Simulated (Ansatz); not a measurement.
CH₇AsBNSi. Total charge 0; spin multiplicity 1. Correlated methods include outer-core shells of As, which these sets cover unevenly. Scalar relativity is left out up to krypton. The bonds changed during the relaxation, so this is another structure than the one it started from.

```tsv
atom	x (Å)	y (Å)	z (Å)
B1	1.166	-0.304	-0.396
C2	0.602	1.149	-0.344
N3	-0.582	1.477	0.069
As4	-1.933	0.180	0.584
Si5	-0.425	-1.522	-0.191
H6	1.896	-0.482	-1.342
H7	1.225	2.007	-0.618
H8	1.821	-0.368	0.637
H9	-0.830	2.458	0.123
H10	-1.404	0.090	2.013
H11	-1.087	-2.106	-1.395
H12	-0.450	-2.578	0.860
```

(1) Give the diagnostics of a CCSD(T)/def2-TZVPP run (frozen core, the Gaussian-basis code of Ansatz). (An estimate is asked.)

Results:

(1) Computed: T1 = 0.0159, largest single amplitude 0.029, largest double 0.027, (T) share of the correlation energy 4.3 %, 10 CCSD cycles. The RHF solution is stable towards an unrestricted one. T1 lies under the customary mark of 0.02 for closed shells.
